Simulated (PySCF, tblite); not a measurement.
Isomers of C8H9N3. Level: GFN2-xTB in tblite, geometry and Hessian alike; calculated harmonic values, unscaled, isolated species. The method is semi-empirical: single wavenumbers can be off by several per cent or more. One conformer each.

Electronic energies: PBE0/pcSseg-1 single points on the GFN2-xTB geometries (PySCF, gas phase).

| SMILES | electronic energy, lowest = 0 (kcal/mol) |
| --- | --- |
| CCc1cccc2cnnn12 | 0.0 |
| CC(C)c1cnncc1C#N | 18.1 |
| Cc1c(C#N)cnn1C1CC1 | 14.6 |

Q: How do GFN2-xTB zero-point energies change the relative energies?

A: 
| SMILES | ZPE (kcal/mol) | of it from modes above 1550 cm⁻¹ | electronic (kcal/mol) | with ZPE, lowest = 0 (kcal/mol) | lowest mode (cm⁻¹) | rings |
| --- | --- | --- | --- | --- | --- | --- |
| CCc1cccc2cnnn12 | 99.5 | 41.8 | 0.0 | 0.0 | 58 | 2 |
| Cc1c(C#N)cnn1C1CC1 | 98.2 | 45.3 | 14.6 | 13.4 | 10 | 2 |
| CC(C)c1cnncc1C#N | 97.6 | 42.5 | 18.1 | 16.3 | 24 | 1 |

The zero-point energies span 1.9 kcal/mol, from `CC(C)c1cnncc1C#N` to `CCc1cccc2cnnn12`. The order is unchanged.

Q: And how do the electronic energies of GFN2-xTB itself compare?

A: `CCc1cccc2cnnn12` 0.0; `Cc1c(C#N)cnn1C1CC1` 25.1; `CC(C)c1cnncc1C#N` 36.1 kcal/mol, lowest = 0. Against the energies above, taken from the same isomer `CCc1cccc2cnnn12`, the largest difference is 18.0 kcal/mol.
